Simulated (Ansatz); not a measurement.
Molecule: tribromosilane, sum formula SiHBr$_{3}$, net charge 0, singlet state. 
Coordinates optimised at B3LYP-D3(BJ)/def2-TZVP (Ansatz, a quantum-chemistry and plane-wave program):
```xyz
5

Si     0.0125    -0.0212     0.6158
Br     2.0707    -0.2841    -0.1537
Br    -0.7881     1.9418    -0.0193
Br    -1.2888    -1.6473    -0.1327
H      0.0421    -0.0716     2.0806
```
Charge 0, spin multiplicity 1.

Total electronic energies in hartree. Cores are frozen in the correlated levels unless marked. Spin-orbit coupling is left out. Frozen are the shells of the preceding noble gas and the d and f shells that filled before the atom's block. Non-relativistic. CBS(X,Y): correlation extrapolated as X^-3; Hartree-Fock from the larger set. The bracket is a focal-point correction in the basis named.

```json
[
 {"level": "HF/6-31G*", "program": "Ansatz", "energy (Eh)": "-8005.95815"},
 {"level": "HF/def2-QZVPP", "program": "Ansatz", "energy (Eh)": "-8007.08164"},
 {"level": "PBE-D3(BJ)/def2-TZVPD", "program": "Ansatz + dftd3", "energy (Eh)": "-8011.41454"},
 {"level": "MP2/def2-SVPD", "program": "Ansatz", "energy (Eh)": "-8006.35075"},
 {"level": "MP2/def2-QZVPPD", "program": "Ansatz", "energy (Eh)": "-8007.74377"},
 {"level": "CCSD/def2-SVPD", "program": "Ansatz", "energy (Eh)": "-8006.38928"},
 {"level": "RI-MP2/CBS(def2-TZVPP,def2-QZVPP)+[CCSD(T)-MP2]/def2-TZVPP", "program": "Ansatz", "energy (Eh)": "-8007.8635"},
 {"level": "CCSD(T)/CBS(def2-TZVPP,def2-QZVPP)", "program": "Ansatz", "energy (Eh)": "-8007.8660"},
 {"level": "CCSD(T)/CBS(def2-TZVPPD,def2-QZVPPD)", "program": "Ansatz", "energy (Eh)": "-8007.8657"}
]
```

Totals of different functionals don't rank their quality; only differences between species are comparable.
